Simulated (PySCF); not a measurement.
Input for PySCF: U-B3LYP/LANL2DZ on GaH3 (SMILES [GaH3]), a point of a bond scan (R = 3.140 Å).

```python
from pyscf import gto, scf, dft, mp
from pyscf.data.elements import chemcore

mol = gto.M(
    atom='''
    Ga   -0.00000000    0.00000000   -0.00000000
    H     3.13185402   -0.21800276   -0.04100898
    H    -0.87742328   -1.30173746    0.00609279
    H    -0.68850373    1.41073884    0.01441170
    ''',
    basis='lanl2dz',
    ecp={'Ga': 'lanl2dz'},
    charge=0, spin=0, verbose=3, max_memory=1800)
mf = dft.UKS(mol, xc='b3lyp')
mf.conv_tol = 1e-8
mf.max_cycle = 100
mf.init_guess_breaksym = True
mf.kernel()
if not mf.converged:
    mf = mf.newton().run(mf.mo_coeff, mf.mo_occ)
for _ in range(4):
    mo, _, stable, _ = mf.stability(return_status=True)
    if stable:
        break
    mf.kernel(mf.make_rdm1(mo, mf.mo_occ))
```

It printed:

```
converged SCF energy = -3.69699070959845  <S^2> = 1.6337163e-09  2S+1 = 1
<class 'pyscf.dft.uks.UKS'> wavefunction has an internal instability
converged SCF energy = -3.70717305476039  <S^2> = 0.620766  2S+1 = 1.8662969
<class 'pyscf.dft.uks.UKS'> wavefunction is stable in the internal stability analysis
```

The calculation finished and met its thresholds. Its determinant has ⟨S²⟩ = 0.62, a mixture of spin states.

Cost: very roughly 3 core-seconds.
